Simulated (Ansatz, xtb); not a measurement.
## Relative energy of two conformers of FGeH3OSi

Structure X is `F[SiH2][O][GeH]`, a singlet and structure Y is `F[SiH2][O][GeH]`, a singlet. Both are isolated molecules in the gas phase, relaxed with PBE0-D4/def2-SVP.

X (Å):

```xyz
7

F     0.2480    2.9864   -0.4441
Ge    3.1896    0.7549   -0.7392
O     1.5436    0.6790   -0.0215
Si    0.1427    1.5096    0.2167
H    -0.9747    0.7984   -0.4561
H    -0.0853    1.6881    1.6737
H     3.0499    2.2561   -1.3080
```

Y (Å):

```xyz
7

F     1.6114    2.1246    0.6113
Ge    2.1009   -1.6001   -0.5524
O     0.9250   -0.2510   -0.3665
Si    0.9368    1.3744   -0.6577
H    -0.4620    1.8551   -0.7764
H     1.7684    1.6934   -1.8497
H     3.2143   -0.7208   -1.3312
```

Estimate which is lower in electronic energy at CCSD(T)/def2-SVP + ΔMP2/def2-TZVPP, and by roughly how much.

Too close to call at this level: CCSD(T)/def2-SVP + ΔMP2/def2-TZVPP gives E(Y) − E(X) = −2.43 kJ/mol.

The same difference at several levels:

| level | geometry | E(Y) − E(X) (kJ/mol) | departure from the last row (kJ/mol) | job, with rough time for the two |
| --- | --- | --- | --- | --- |
| PBE0-D4/def2-SVP | PBE0-D4/def2-SVP | −0.83 | +1.60 | optimisation, 44 s |
| HF/def2-SVP | PBE0-D4/def2-SVP | +0.86 | +3.28 | part of the CCSD(T) run |
| MP2/def2-SVP | PBE0-D4/def2-SVP | −1.52 | +0.90 | part of the CCSD(T) run |
| CCSD(T)/def2-SVP | PBE0-D4/def2-SVP | −1.34 | +1.08 | single point |
| CCSD(T)/def2-SVP + ΔMP2/def2-TZVPP | PBE0-D4/def2-SVP | −2.43 |  | single point, 15 s |

The largest departure from CCSD(T)/def2-SVP + ΔMP2/def2-TZVPP is that of HF/def2-SVP, 3.28 kJ/mol. Levels run at GFN2-xTB geometries aren't shown. The last row adds to CCSD(T) the change of the MP2 difference between the two basis sets, here −1.08 kJ/mol.

With harmonic frequencies from PBE0-D4/def2-SVP (ideal gas, rigid rotor, one conformer each, 298.15 K, 1 atm): on the last row, ΔE + ΔZPE = −2.27 kJ/mol. A mode under 50 cm⁻¹ makes harmonic enthalpies and free energies unreliable, so none is given.

The correlated steps freeze 16 core orbitals; the filled d shell of Ge is correlated, in a basis made for valence electrons. Programs: Ansatz 0.2.0; the last row on 2 threads of Intel(R) Xeon(R) 6975P-C (Granite Rapids) on a shared host.
